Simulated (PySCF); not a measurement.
**Excited states of Se⁴⁺ (selenium, charge +4)**

Ground state [Ar] 3d10 4s2, ¹S. All numbers are calculated (PySCF 2.14, scalar relativity by spin-free X2C-1e, in aug-cc-pVTZ-DK with one added diffuse shell each of s, p, d, f type (8s7p5d3f, 75 functions)). Vertical excitation energies in eV without spin-orbit coupling; excited terms of each kind are numbered among those the solver found. Frozen: [Ar].

```
 term  leading excitation  EOM-EE-CCSD
1 3P°              4s → p       11.248
1 1P°              4s → p       16.502
 1 3D              4s → d       31.718
 1 1D              4s → d       34.802
 1 3S              4s → s       35.224
 1 1S              4s → s       36.093
2 3P°              4s → p       40.213
2 1P°              4s → p       40.515
1 1F°              4s → f       44.467
1 3F°              4s → f       46.230
 2 3D              4s → d       47.226
 2 1D              4s → d       47.554
```

Doubly excited terms such as np² are absent. The solver can miss terms.
